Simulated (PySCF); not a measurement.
C5H6FO (doublet state).
Atom-mapped SMILES: `[CH2:1]=[C:2][C:3]1([F:4])[CH2:5][O:6][CH2:7]1` (hydrogens: H8, H9 on C1; H10, H11 on C5; H12, H13 on C7)

Structure used (GFN2-xTB), in Å, numbered top down from 1:
```
atom  x, y, z in Å
C1     2.397   -0.289   -0.113
C2     1.170   -0.036    0.198
C3    -0.191   -0.098   -0.283
F4    -0.243   -0.635   -1.583
C5    -1.242   -0.727    0.649
O6    -1.907    0.527    0.799
C7    -1.050    1.171   -0.143
H8     2.697   -0.716   -1.072
H9     3.215   -0.093    0.564
H10   -1.869   -1.471    0.152
H11   -0.864   -1.116    1.597
H12   -1.574    1.441   -1.063
H13   -0.544    2.042    0.279
```

The hyperfine couplings belong to this conformer and change with its torsions.

Computed, not measured: UKS B3LYP, pcH-1 on C F H O, non-relativistic, mean-field spin-orbit, GIAO (PySCF). Isolated species at its GFN2-xTB geometry (one conformer only). A GFN2-xTB geometry isn't a minimum of the functional, and hyperfine couplings can be far from their values at a DFT geometry. Stability of the SCF solution: not tested.

Principal values of hyperfine tensors in MHz (contact and dipolar terms together), for some of the nuclei:

```csv
atom,isotope,A1,A2,A3,alike by the symmetry of this geometry
F4,19F,67.75,76.43,441.97,none
H8,1H,179.41,182.45,190.90,none
H9,1H,118.09,119.29,136.02,none
C3,13C,62.81,64.28,74.91,none
C1,13C,-35.26,-14.79,-2.31,none
H10,1H,5.26,5.77,10.86,H12
C5,13C,4.52,5.01,9.08,C7
H13,1H,-1.33,0.18,10.51,H11
```

Give the isotropic coupling of each nucleus in MHz and in mT (g = 2.0022), and the anisotropic part.

a_iso is a third of the trace, T = A − a_iso, and a(mT) = a(MHz)/(g × 13.996).

```tsv
atom	a_iso (MHz)	a_iso (mT)	T1	T2	T3
F4	195.39	6.972	-127.63	-118.95	246.59
H8	184.25	6.575	-4.84	-1.80	6.65
H9	124.47	4.442	-6.38	-5.18	11.55
C3	67.34	2.403	-4.52	-3.05	7.57
C1	-17.45	-0.623	-17.80	2.66	15.14
H10	7.30	0.260	-2.04	-1.52	3.57
C5	6.20	0.221	-1.69	-1.19	2.88
H13	3.12	0.111	-4.45	-2.94	7.39
```

What spin density at the nucleus of F4 lies behind its contact coupling (g_N = 5.25774)?

a_FC = (2μ0/3) gₑ μB g_N μN ρ(0)/(2S·h) = 800.24 MHz × g_N × ρ(0)/(2S), with ρ in bohr⁻³. With a_FC = 195.39 MHz and 2S = 1, ρ(0) = 0.04644 bohr⁻³.

C2 (13C, g_N = 1.40482) isn't in the table. Its spin density at the nucleus is 0.2371 bohr⁻³. What is its contact coupling?

By the same relation, a_FC = 266.5 MHz. Its full tensor has the principal values 185.39, 205.31, 408.79 MHz.

Name the largest traceless tensor T of the table and describe it.

F4: -127.6, -119.0, 246.6 MHz, nearly axial, close to the ratio −1:−1:+2.

What first-order splitting does F4 cause when the field lies along A1, A2 or A3 of its tensor (g taken as isotropic, no quadrupole term)?

2 lines (I = 1/2), spaced by |A_i|/(g × 13.996): 2.42, 2.73, 15.77 mT along the axes of A1, A2 and A3.
